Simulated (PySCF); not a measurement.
ClF, charge +1, doublet, geometry from GFN2-xTB (a state made from the parent by changing its charge; the spin is typed, not shown lowest). Base run: DF-M062X/6-31G* (PySCF).

Here is a job for PySCF.
```python
from pyscf import gto, scf, dft

mol = gto.Mole()
mol.atom = '''
    F    -0.00000000   -0.00000000   -1.04610145
    Cl    0.00000000    0.00000000    0.55381842
'''
mol.basis = '6-31g*'
mol.charge = 1
mol.spin = 1
mol.verbose = 4
mol.build()

mf = dft.UKS(mol)
mf.xc = 'm062x'
mf = mf.density_fit(auxbasis='def2-universal-jkfit')
mf.kernel()
```

The base run was repeated with changes; each row names its change, and settings that it needs were set with it.

| change | basis functions | E (Eh) | HOMO (eV) |
|---|---|---|---|
| base | 32 | -559.40092 | -20.44 |
| basis = STO-3G | 14 | -553.09436 | -20.11 |
| basis = LANL2DZ | 17 | -114.11648 | -21.26 |
| basis = pcseg-0 | 22 | -558.56706 | -21.11 |
| basis = cc-pVDZ | 32 | -559.43142 | -20.55 |
| basis = def2-SVP | 32 | -559.19855 | -20.71 |
| basis = 6-31+G* | 40 | -559.40495 | -20.55 |
| basis = aug-cc-pVDZ | 50 | -559.44712 | -20.52 |
| basis = 6-311+G(2d,p) | 62 | -559.47521 | -20.56 |
| basis = pcseg-2 | 64 | -559.49838 | -20.57 |
| basis = pc-2 | 64 | -559.50097 | -20.57 |
| basis = def2-TZVPP | 73 | -559.49255 | -20.56 |
| basis = cc-pVQZ | 114 | -559.50651 | -20.55 |

Totals compare only among sets that treat the same electrons; sets with core potentials leave the core out.

Open shells are given as the SCF converged; they aren't shown to be the lowest states, and a large step between rows can be another state.
